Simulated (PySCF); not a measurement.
C2H6BFO, SMILES CCOBF.

Geometry: B3LYP-D3(BJ)/def2-SVP. This is a generated structure with no PubChem entry under its InChIKey; it may be hypothetical. The values are those of a single conformer.

Method: PBE/def2-TZVP (PySCF).

Gas-phase values at a fixed geometry.

Computed frontier levels, gap, dipole moment and polarisability:
The highest occupied level is -7.69 eV, the lowest empty level comes out as -0.54 eV and the orbital gap is 7.15 eV. The dipole moment comes out as 1.65 D and the quadrupole, principal values (traceless, Buckingham form, about the centre of nuclear charge) comes out as -3.79, 1.39, 2.40 D·Å. The mean static polarisability comes out as 44.9 bohr³ (6.65 Å³) and the polarisability, principal values is 39.6, 41.1, 54.0 bohr³.
